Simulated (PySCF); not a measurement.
Gas-phase reaction: Ga₂H₆ + 6 O → 2 GaOH + 4 OH, at 600 K and a standard pressure of 1 bar. Level: BLYP/def2-TZVP†.

Method: PySCF energies plus ideal-gas RRHO corrections (1 bar). † marks an energy on the PBE0/def2-TZVP geometry and frequencies. Open shells (unrestricted): O (multiplicity 3, electronic degeneracy 9), OH (multiplicity 2, electronic degeneracy 4); the rest are closed-shell singlets. Spin-orbit splitting is ignored; it lowers the true energy and changes the entropy of O, OH. Ga: all electrons, no relativistic terms. Ga₂H₆, GaOH: computed as isolated molecules; such fragments, hydroxides, amides, oligomers or adducts are transient or little studied in the gas. The harmonic model lacks anharmonicity and excited electronic states, which grow with temperature; levels with a mode under 35 cm⁻¹ are left out.

| species | E (Ha) | H(600 K) − E (kJ/mol) | S°(600 K) (J/mol/K) |
|---|---|---|---|
| Ga₂H₆ | -3853.39991 | 161.9 | 370.2 |
| O | -75.08516 | 12.5 | 176.2 |
| GaOH | -2000.81793 | 54.7 | 279.4 |
| OH | -75.75469 | 39.9 | 204.4 |
E: electronic energy; H − E holds the zero-point and thermal terms. 1 Ha = 2625.5 kJ/mol.

Task: Work out ΔH°, ΔS°, ΔG° and log10 K from these numbers.

Result: 1. ΔE = 2×(-2000.81793) + 4×(-75.75469) − 1×(-3853.39991) − 6×(-75.08516) = -0.74375 Ha = -1952.7 kJ.
2. Δ(H − E) = 2×(54.7) + 4×(39.9) − 1×(161.9) − 6×(12.5) = 32.1 kJ, so ΔH° = -1920.6 kJ.
3. ΔS° = 2×(279.4) + 4×(204.4) − 1×(370.2) − 6×(176.2) = -51.0 J/K; the number of gas molecules changes by -1.
4. ΔG° = ΔH° − TΔS° = -1920.6 − 600×(-51.0)/1000 = -1890.0 kJ.
5. log10 K = −ΔG°/(RT ln 10) = 164.49, with RT ln 10 = 11.49 kJ/mol; at standard pressures the products are favoured.
6. A shift of 10 kJ in ΔE would move log10 K by 0.87 here.
For scale, ΔH°(298 K) is -1913 kJ at this level, -1791 kJ at ωB97M-V/def2-TZVP†, and runs from -2175 to -794 kJ over the 18 levels computed.
